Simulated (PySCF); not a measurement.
Several compounds and their computed core spectra got separated.

Method used: PySCF, delta-SCF UKS SCAN, pcX-2 on the ionised atom, pcseg-1 elsewhere, spin-free X2C. Geometries: PBE0-D3(BJ)/def2-SVP; isolated species, one conformer each.

Line lists (1s up to Mg, 2p3/2 beyond, nothing for As; areas count atoms within a level, one atom standing for each set equivalent by bonding):
1. B 1s: 195.52 eV; C 1s: 290.28 eV; P 2p3/2: 136.16 eV
2. B 1s: 194.84 eV; C 1s: 289.62 (area 2), 290.65 (area 1), 291.47 (area 1) eV; N 1s: 404.52 eV
3. C 1s: 289.70 (area 2), 293.78 (area 1) eV; N 1s: 405.38 eV; O 1s: 537.20 eV; Si 2p3/2: 106.55 (area 1), 106.95 (area 1) eV

Structures:
A. `N(B(C)C)CC`
B. `O=CN[SiH]1C[SiH2]C1`
C. `PB(C)[AsH2]`

Which list belongs to which compound?

- 1 = C: no other candidate has this set of levels. B 1s: 195.52 three-coordinate boron; C 1s: 290.28 sp3 carbon bound to boron; P 2p3/2: 136.16 three-coordinate phosphorus.
- 2 = A: no other candidate has this set of levels. B 1s: 194.84 three-coordinate boron; C 1s: 289.62 sp3 carbon bound to boron (×2), 290.65 methyl carbon, 291.47 sp3 carbon bound to nitrogen; N 1s: 404.52 boron-bound nitrogen.
- 3 = B: no other candidate has this set of levels. C 1s: 289.70 sp3 carbon bound to silicon (×2), 293.78 amide carbonyl carbon; N 1s: 405.38 amide nitrogen; O 1s: 537.20 amide oxygen; Si 2p3/2: 106.55 SiH2 silicon, 106.95 SiH silicon.

For 2p shells one spin-free hole was relaxed; a mean-field spin–orbit operator and the ground-state splitting of the three 2p orbitals were then diagonalised within the shell. The shell's mean is (2 × 2p3/2 + 2p1/2)/3, and the degeneracies 2j + 1 give areas of 2:1. 1 of these hole states is spin-contaminated (⟨S²⟩ 0.89, against 0.75; counted from 0.85) and less certain.
